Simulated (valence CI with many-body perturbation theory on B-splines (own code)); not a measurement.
# Tc37+: electric-dipole lines

Level of theory: valence CI with perturbative core correlation (CI+MBPT): four valence electrons over a frozen Dirac-Fock core [He], a basis of 11 s, 11 p, 10 d, 8 f, 5 g, 2 h functions for each j, with the one-electron correlation potential Σ1 (screened to all orders), the two-electron term Σ2, the three-electron term Σ3, Breit, model QED; selected single and double excitations, second order for the rest, scaled by the run's own slope (own B-spline code, finite nucleus).

No measured spectrum was set against this ion. As an estimate, large intervals hold to a few tenths of a per cent, small ones and those within an open d or f shell to about a per cent. Among the levels kept, up to 1000 cm⁻¹ of a level comes from second order outside the variational space, and about a tenth of that is noise between levels of different J, which matters for small intervals.

Lines 151 to 200 of 546 in falling wavelength, among levels below 29594 × 10³ cm⁻¹, chosen from the strongest by gf and those to the six lowest levels. Wavelengths and rates use the calculated energies. Electric multipoles are in the length gauge, E1 and E2 with the static RPA response of the core. Weak lines are less certain than strong ones. Lines between different terms over intervals too small for the method are left out, as are lines whose strength nearly cancels. Where a level lies close to another of its J and parity, the split of strength between their lines is uncertain. The highest levels of a list are the least certain.

Levels are named by their leading jj configuration (3d3/2^4 stands for four electrons in 3d with j = 3/2), which in mixed levels can hold well under half, so a name can repeat and another be missing. Letters in brackets count levels of one name in rising energy.

```
λ vac (nm)                           Upper                           Lower   A (s⁻¹)  log gf  Branch %
     5.191       (2p1/2 2p3/2^2 3d3/2) J=2  (2s 2p1/2 2p3/2 3d3/2) J=2 [c]  4.19e+10   -1.07       0.2
     5.185      (2p1/2 2p3/2^2 3s) J=2 [a]     (2s 2p1/2 2p3/2 3s) J=1 [c]  6.93e+10   -0.86       0.5
     5.158          (2s 2p3/2^2 3p1/2) J=3          (2s^2 2p3/2 3p1/2) J=2  3.12e+10   -1.06       0.1
     5.158   (2p1/2 2p3/2^2 3p3/2) J=3 [a]  (2s 2p1/2 2p3/2 3p3/2) J=2 [c]  4.47e+10   -0.90       0.1
     5.090      (2s 2p1/2 2p3/2^2) J=2 [a]          (2s^2 2p1/2 2p3/2) J=1  4.30e+10   -1.08      95.7
     4.986   (2p1/2 2p3/2^2 3p1/2) J=2 [a]  (2s 2p1/2 2p3/2 3p1/2) J=1 [b]  4.48e+10   -1.08       0.1
     4.838          (2s 2p1/2 2p3/2^2) J=3          (2s^2 2p1/2 2p3/2) J=2  3.38e+10   -1.08      86.1
     4.832   (2p1/2 2p3/2^2 3p1/2) J=2 [b]  (2s 2p1/2 2p3/2 3p1/2) J=1 [c]  6.93e+10   -0.92       0.1
     4.824       (2p1/2 2p3/2^2 3p3/2) J=4  (2s 2p1/2 2p3/2 3p3/2) J=3 [c]  7.17e+10   -0.65       0.2
     4.819      (2s 2p3/2^2 3p3/2) J=2 [a]          (2s^2 2p3/2 3p3/2) J=1  4.83e+10   -1.08       0.1
     4.788          (2p1/2 2p3/2^2 3s) J=3     (2s 2p1/2 2p3/2 3s) J=2 [c]  6.14e+10   -0.83       0.2
     4.723       (2p1/2 2p3/2^2 3p1/2) J=3  (2s 2p1/2 2p3/2 3p1/2) J=2 [c]  6.59e+10   -0.81       0.3
     4.673             (2p1/2 2p3/2^3) J=1      (2s 2p1/2 2p3/2^2) J=1 [b]  1.20e+11   -0.93      26.3
     4.650   (2p1/2 2p3/2^2 3p3/2) J=2 [b]  (2s 2p1/2 2p3/2 3p3/2) J=1 [d]  5.63e+10   -1.04       0.1
     4.628      (2p1/2 2p3/2^2 3s) J=2 [b]     (2s 2p1/2 2p3/2 3s) J=1 [b]  5.38e+10   -1.06       0.1
     4.491  (2s 2p1/2 2p3/2 3d5/2) J=4 [c]          (2s^2 2p1/2 3d5/2) J=3  1.03e+11   -0.55       0.3
     4.490      (2s 2p3/2^2 3d5/2) J=4 [b]          (2s^2 2p3/2 3d5/2) J=3  3.36e+10   -1.04       0.8
     4.481  (2s 2p1/2 2p3/2 3d5/2) J=3 [b]          (2s^2 2p1/2 3d5/2) J=2  1.16e+11   -0.61       0.2
     4.467      (2s 2p3/2^2 3p3/2) J=3 [b]          (2s^2 2p3/2 3p3/2) J=2  4.45e+10   -1.03       0.2
     4.462  (2s 2p1/2 2p3/2 3p3/2) J=3 [c]          (2s^2 2p1/2 3p3/2) J=2  1.26e+11   -0.58       0.6
     4.439                (2s 2p3/2^3) J=2              (2s^2 2p3/2^2) J=2  1.66e+11   -0.61      93.7
     4.408  (2s 2p1/2 2p3/2 3p3/2) J=2 [c]          (2s^2 2p1/2 3p3/2) J=1  1.49e+11   -0.66       0.7
     4.403  (2s 2p1/2 2p3/2 3d3/2) J=3 [c]          (2s^2 2p1/2 3d3/2) J=2  1.03e+11   -0.68       0.9
     4.402      (2s 2p3/2^2 3d5/2) J=2 [b]          (2s^2 2p3/2 3d5/2) J=1  8.42e+10   -0.91       0.4
     4.399                   (2p3/2^4) J=0                (2s 2p3/2^3) J=1  5.47e+11   -0.80      92.7
     4.381  (2s 2p1/2 2p3/2 3p1/2) J=2 [c]          (2s^2 2p1/2 3p1/2) J=1  1.30e+11   -0.73       0.5
     4.380  (2s 2p1/2 2p3/2 3d3/2) J=2 [d]          (2s^2 2p1/2 3d3/2) J=1  1.23e+11   -0.75       0.1
     4.375           (2p1/2^2 2p3/2^2) J=2          (2s 2p1/2^2 2p3/2) J=1  8.99e+10   -0.89      30.1
     4.370     (2s 2p1/2 2p3/2 3s) J=1 [b]             (2s^2 2p1/2 3s) J=0  9.80e+10   -1.07       0.4
     4.364      (2s 2p3/2^2 3d5/2) J=3 [c]          (2s^2 2p3/2 3d5/2) J=3  1.14e+11   -0.64       0.0
     4.359  (2s 2p1/2 2p3/2 3p1/2) J=1 [b]          (2s^2 2p1/2 3p1/2) J=1  1.79e+11   -0.82       1.2
     4.349  (2s 2p1/2 2p3/2 3d5/2) J=3 [c]          (2s^2 2p1/2 3d5/2) J=3  1.64e+11   -0.49       0.1
     4.343             (2p1/2 2p3/2^3) J=2      (2s 2p1/2 2p3/2^2) J=2 [b]  2.06e+11   -0.54      52.6
     4.340  (2s 2p1/2 2p3/2 3p1/2) J=1 [c]          (2s^2 2p1/2 3p1/2) J=0  1.57e+11   -0.88       0.7
     4.336   (2p1/2 2p3/2^2 3p1/2) J=1 [b]  (2s 2p1/2 2p3/2 3p1/2) J=2 [c]  1.26e+11   -0.97       0.4
     4.336   (2p1/2 2p3/2^2 3p3/2) J=3 [b]  (2s 2p1/2 2p3/2 3p3/2) J=3 [b]  7.08e+10   -0.85       0.2
     4.332     (2s 2p1/2 2p3/2 3s) J=2 [c]             (2s^2 2p1/2 3s) J=1  1.34e+11   -0.73       1.1
     4.324  (2s 2p1/2 2p3/2 3p3/2) J=2 [d]          (2s^2 2p1/2 3p3/2) J=2  1.76e+11   -0.61       0.8
     4.323  (2s 2p1/2 2p3/2 3d3/2) J=2 [c]          (2s^2 2p1/2 3d3/2) J=2  1.49e+11   -0.68       0.2
     4.299  (2s 2p1/2 2p3/2 3d5/2) J=1 [c]          (2s^2 2p1/2 3d5/2) J=2  1.48e+11   -0.91       0.2
     4.299  (2s 2p1/2 2p3/2 3d5/2) J=2 [d]          (2s^2 2p1/2 3d5/2) J=3  1.17e+11   -0.79       0.1
     4.296     (2s 2p1/2 2p3/2 3s) J=1 [c]             (2s^2 2p1/2 3s) J=1  1.52e+11   -0.90       0.8
     4.288       (2p1/2^2 2p3/2 3d5/2) J=4          (2s 2p1/2^2 3d5/2) J=3  6.86e+10   -0.77      17.5
     4.288      (2s 2p3/2^2 3p3/2) J=2 [c]          (2s^2 2p3/2 3p3/2) J=2  1.43e+11   -0.71       7.1
     4.283  (2s 2p1/2 2p3/2 3p3/2) J=1 [c]          (2s^2 2p1/2 3p3/2) J=1  1.44e+11   -0.92       0.6
     4.279  (2s 2p1/2 2p3/2 3d5/2) J=2 [e]          (2s^2 2p1/2 3d5/2) J=3  1.14e+11   -0.81       0.1
     4.274  (2s 2p1/2 2p3/2 3d5/2) J=2 [e]          (2s^2 2p1/2 3d5/2) J=2  8.88e+10   -0.92       0.1
     4.273  (2s 2p1/2 2p3/2 3d3/2) J=1 [c]          (2s^2 2p1/2 3d3/2) J=2  2.27e+11   -0.73       0.5
     4.262       (2p1/2^2 2p3/2 3p3/2) J=3          (2s 2p1/2^2 3p3/2) J=2  8.77e+10   -0.78       0.2
     4.254  (2s 2p1/2 2p3/2 3p3/2) J=1 [d]          (2s^2 2p1/2 3p3/2) J=2  1.95e+11   -0.80       4.5
```

Question: How does gf follow from A for the line at 4.838 nm?

Answer: gf = 1.4992 × (2J+1)_upper × A / σ², with σ = 2067070 cm⁻¹ and 2J+1 = 7: gf = 0.0830.
